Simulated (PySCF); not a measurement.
The vertical singlet excitations below were computed for one of the candidates. Computed, not measured: TDDFT B3LYP/def2-SVPD, vertical, gas phase, core orbitals frozen in the response in PySCF 2.14.0, density-fitted response routines. Geometries: PBE0-D3(BJ)/def2-SVP, one conformer each. Relativistic effects are left out although some hold elements past zinc.

```json
{"state": "S1", "E (eV)": "4.53", "f": "0.287"}
{"state": "S2", "E (eV)": "4.74", "f": "0.234"}
{"state": "S3", "E (eV)": "5.19", "f": "0.0004"}
{"state": "S4", "E (eV)": "5.67", "f": "0.141"}
{"state": "S5", "E (eV)": "5.68", "f": "0.0001"}
{"state": "S6", "E (eV)": "5.83", "f": "0.065"}
```

Orbital energies (eV): HOMO-3 -8.09, HOMO-2 -7.99, HOMO-1 -7.54, HOMO -6.43, LUMO -1.62, LUMO+1 -0.87, LUMO+2 -0.33.

**Question.** Which candidate is it?
A. `C1CCC2(C1)CCC2`
B. `[C@H]12[C@H]3C4[C@H]5[C@@H]([C@H]24)[C@]1(Br)[C@H]53`
C. `C=Cc1ccc(Br)cc1`

**Answer.** C. Its S1, at 4.53 eV, is the lowest among the candidates; the nearest of the others has S1 at 5.91 eV. S1 is HOMO→LUMO (66%), HOMO→LUMO+1 (24%). Löwdin shares by element: HOMO carbon 44% or more, bromine 18% (atoms not listed hold the other 39%); LUMO carbon 58% or more (atoms not listed hold the other 42%). At the same level the other candidates give, for their lowest levels:
- `C1CCC2(C1)CCC2`: 7.45 eV (f 0.018); 7.63 eV (f 0.036); 7.74 eV (f 0.017); 7.94 eV (f 0.013); 8.02 eV (f 0.002); T1 7.35 eV; HOMO -7.92, LUMO 0.38 eV
- `Br[C@]12[C@H]3[C@@H]4C5[C@H]3[C@H]1[C@@H]5[C@@H]42`: 5.91 eV (f 0.001 summed over 2 states); 6.69 eV (f 0.035 summed over 2 states); 6.75 eV (f 0.011 summed over 2 states); 6.75 eV (f 0.061); 6.78 eV (f 0.000); T1 5.44 eV; HOMO -7.17, LUMO -0.17 eV

Shape of the structure used: `[CH2:1]=[CH:2][c:3]1[cH:4][cH:5][c:6]([Br:7])[cH:8][cH:9]1`: C1–C2–C3–C4 180°.
Triplets come from the Tamm–Dancoff approximation.
